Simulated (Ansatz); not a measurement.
One change: `[OH][Ga]([OH])[OH]` becomes `OB(O)O`.

Ansatz, PBE0-D4/def2-TZVP geometries, multiplicity 1. Each molecule was computed in one conformer, which needn't be the lowest.

Scalar relativity is left out up to krypton.

```
                                          property  `[OH][Ga]([OH])[OH]`
               HOMO energy (B3LYP/def2-TZVPP) / eV                 -8.68
                LUMO energy (PBE0/def2-TZVPP) / eV                 -0.89
             HOMO–LUMO gap (B3LYP/def2-TZVPP) / eV                  7.40
             LUMO energy (ωB97M-V/def2-TZVPP) / eV                  0.87
size of the dipole moment (ωB97M-V/def2-TZVPP) / D                  0.00
                 HOMO energy (PBE/def2-TZVPP) / eV                 -7.22
```

Problem. What does the change do to each property? (An estimate is asked.)

Solution. The calculation gave: 
```
                                          property  `OB(O)O`  shift
               HOMO energy (B3LYP/def2-TZVPP) / eV     -9.05  -0.37
                LUMO energy (PBE0/def2-TZVPP) / eV      0.59   1.48
             HOMO–LUMO gap (B3LYP/def2-TZVPP) / eV      9.24   1.84
             LUMO energy (ωB97M-V/def2-TZVPP) / eV      1.95   1.08
size of the dipole moment (ωB97M-V/def2-TZVPP) / D      0.00   0.00
                 HOMO energy (PBE/def2-TZVPP) / eV     -7.56  -0.34
```

With PBE0 the HOMO falls by 0.37 eV and the LUMO rises by 1.48 eV, so the gap widens by about 1.85 eV. PBE moves the HOMO by -0.34 eV and ωB97M-V by -0.36 eV.

B3LYP here is the variant with VWN-RPA as its local correlation; programs differ in this.
